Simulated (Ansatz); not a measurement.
Gas-phase electronic energies from Ansatz, PBE0-D4/def2-TZVP geometries. CBS: MP2 limit from def2 TZ/QZ plus the TZ coupled-cluster correction, frozen cores. This one scheme is used for every species. DFT in def2-TZVPP. B3LYP here is the variant with VWN-RPA as its local correlation; programs differ in this. def2 core potentials past Kr. For In outer-core shells are correlated without core-valence functions, which leaves a few kJ/mol of doubt a bond. One conformer a species, not always the lowest.

Reaction (cleavage of the Si–In bond): `[SiH3][SiH2][InH2]` + `OBF` → `FBO[SiH2][SiH3]` + `[InH3]`

| level | ΔE (kcal/mol) | difference from CCSD(T)/CBS |
| --- | --- | --- |
| PBE0-D4 | -5.8 | 2.5 |
| B3LYP-D4 | -9.9 | -1.6 |
| ωB97X-V | -10.3 | -2.0 |
| ωB97M-V | -10.1 | -1.8 |
| PBE0 | -5.5 | 2.8 |
| HF/def2-TZVPP | -15.1 | -6.8 |
| CCSD/def2-TZVPP | -9.6 | -1.3 |
| SCS-MP2/def2-QZVPP | -10.3 | -2.0 |
| HF/CBS(def2) | -15.6 | -7.3 |
| CCSD/CBS(def2) | -9.1 | -0.8 |
| CCSD(T)/CBS | -8.3 | 0 |

Largest T1 diagnostic among the species: 0.014.

From PBE to PBE0 (25 % exact exchange), in def2-TZVPP and without D4, ΔE moves by −1.4 kcal/mol. In def2-TZVPP, CCSD(T) changes the Hartree–Fock value by +6.3 kcal/mol (the triples alone add +0.8 kcal/mol) and MP2 by +6.5 kcal/mol.
